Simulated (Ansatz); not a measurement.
Two isomers of CH5AlGeO: A = `[CH2]1[O][AlH][GeH2]1`, B = `O=[CH][GeH2][AlH2]`.

Gas-phase electronic energies from Ansatz, PBE0-D4/def2-TZVP geometries. CBS: MP2 limit from def2 TZ/QZ plus the TZ coupled-cluster correction, frozen cores. DFT in def2-TZVPP. B3LYP here is the variant with VWN-RPA as its local correlation; programs differ in this. For Ge outer-core shells are correlated without core-valence functions, which leaves a few kJ/mol of doubt a bond. Scalar relativity is left out up to krypton. One conformer a species, not always the lowest.

A:

Z-matrix (Å, degrees):
```
C
Al 1 2.541
Ge 1 2.022 2 63.4
O 1 1.431 2 40.4 3 -180.0
H 1 1.094 2 124.6 3 -99.5
H 1 1.094 2 124.6 3 99.5
H 2 1.582 1 157.0 3 -180.0
H 3 1.541 1 114.0 2 -117.8
H 3 1.541 1 114.0 2 117.8
```

B:

```xyz
9

O    -0.904    1.953    1.499
C    -1.134    1.319    0.507
Ge    0.307    0.497   -0.632
Al    0.801   -1.792    0.190
H    -2.189    1.138    0.192
H     1.505    1.461   -0.604
H    -0.263    0.463   -2.068
H    -0.401   -2.817    0.344
H     2.278   -2.221    0.572
```

Q: Which isomer does CCSD(T)/CBS put lower? Give the gap. (An estimate is asked.)

A: Ansatz gave: A, by 36.3 kcal/mol.

Q: Give E(B) − E(A) in kcal/mol with CCSD(T)/def2-TZVPP, B2PLYP, MP2/def2-TZVPP, HF/def2-TZVPP, B3LYP-D4, CCSD/def2-TZVPP, r2SCAN-D4. (Best estimate.)

A: Computed: CCSD(T)/def2-TZVPP 34.8, B2PLYP 34.0, MP2/def2-TZVPP 38.1, HF/def2-TZVPP 27.8, B3LYP-D4 32.5, CCSD/def2-TZVPP 34.5, r2SCAN-D4 35.5. None reverses the order clearly.

Largest T1 diagnostic: 0.015.

From PBE to PBE0 (25 % exact exchange), in def2-TZVPP and without D4, E(B) − E(A) moves by +2.5 kcal/mol. The D4 term adds +0.7 kcal/mol with B3LYP and +0.3 kcal/mol with PBE0; it sums over pairs of atoms, weighted by their polarisabilities, and B3LYP, whose exchange is more repulsive, gets the larger term.
